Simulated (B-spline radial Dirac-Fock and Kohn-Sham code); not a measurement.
## Two-hole binding energies of Bi²³⁺

System: the Bi²³⁺ ion, configuration [Kr] 4d10 4f13 5s1 (tabulated as the ground configuration, which this calculation does not bear out).

Method: relaxed Dirac-Fock hole states (ΔSCF) with Breit and QED corrections and a finite nucleus. Computed with a B-spline atomic structure program. U is the two-hole binding energy less the two single-hole energies, the effective repulsion of the holes after relaxation. Each two-hole energy is an average over J within one jj subconfiguration.

| holes | E(a) (eV) | E(b) (eV) | E(ab) (eV) | U (eV) |
| --- | --- | --- | --- | --- |
| 1s⁻² | 91159.6 | 91159.6 | 184027.0 | 1707.7 |
| 1s⁻¹ 2p1/2⁻¹ | 91159.6 | 16341.1 | 108032.4 | 531.7 |
| 2p1/2⁻² | 16341.1 | 16341.1 | 33056.0 | 373.8 |
| 2s⁻¹ 2p3/2⁻¹ | 17021.2 | 14046.6 | 31324.8 | 257.1 |
| 2p1/2⁻¹ 2p3/2⁻¹ | 16341.1 | 14046.6 | ? | ? |
| 2p1/2⁻¹ 3s⁻¹ | 16341.1 | 4619.6 | 21093.1 | 132.5 |
| 2s⁻¹ 3p3/2⁻¹ | 17021.2 | 3795.4 | 20942.4 | 125.8 |
| 2p3/2⁻¹ 3s⁻¹ | 14046.6 | 4619.6 | 18795.1 | 129.0 |
| 2p3/2⁻¹ 3p1/2⁻¹ | 14046.6 | 4315.7 | 18501.9 | 139.6 |
| 2p3/2⁻¹ 3d5/2⁻¹ | 14046.6 | 3195.7 | 17376.1 | 133.8 |
| 3p1/2⁻² | 4315.7 | 4315.7 | 8740.6 | 109.3 |
| 3p1/2⁻¹ 3p3/2⁻¹ | 4315.7 | 3795.4 | 8207.6 | 96.5 |
| 3d3/2⁻² | 3304.3 | 3304.3 | 6718.6 | 110.0 |
| 3d3/2⁻¹ 3d5/2⁻¹ | 3304.3 | 3195.7 | 6609.8 | 109.8 |

Q: Give the missing two-hole energy and U.

A: E(ab) = 30699.3 eV and U = 311.6 eV.
